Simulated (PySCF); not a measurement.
HO$_{3}$S, doublet, at a GFN2-xTB geometry. Base run: PySCF with M06/pcseg-1.

Here is a job for PySCF.
```python
from pyscf import gto, scf, dft

mol = gto.Mole()
mol.atom = '''
    O    -0.35161916    1.37581007    0.16417676
    S    -0.15535022    0.00558506   -0.27045476
    O    -1.00118733   -1.03155471    0.25966493
    O     1.41212162   -0.39930609    0.09887398
    H     2.01108235    0.35104495    0.14555060
'''
mol.basis = 'pcseg-1'
mol.spin = 1
mol.verbose = 4
mol.build()

mf = dft.UKS(mol)
mf.xc = 'm06'
mf.kernel()
```

Variants of this job, named by their change:

```
change                            ΔE vs base (µEh)  grid points  electrons on the grid
--------------------------------  ----------------  -----------  ---------------------
base                                           0.0        70936               41.00000
grids.radi_method = mura_knowles              -0.4        67480               41.00000
grids.atom_grid = (150, 974)                  -0.1       389104               41.00000
grids.becke_scheme = stratmann                -1.1        70936               41.00000
grids.level = 2                               28.1        50744               41.00001
grids.atom_grid = (99, 590)                    3.6       156480               41.00000
grids.atom_grid = (30, 110)                    429        12240               41.00010
grids.atom_grid = (50, 194)                  -15.6        32264               40.99991
grids.level = 1                               -819        24328               40.99994
grids.level = 4                                4.2       129184               41.00000
small_rho_cutoff = 0                           0.0        70936               41.00000
```

Open shells are given as the SCF converged; they aren't shown to be the lowest states, and a large step between rows can be another state.
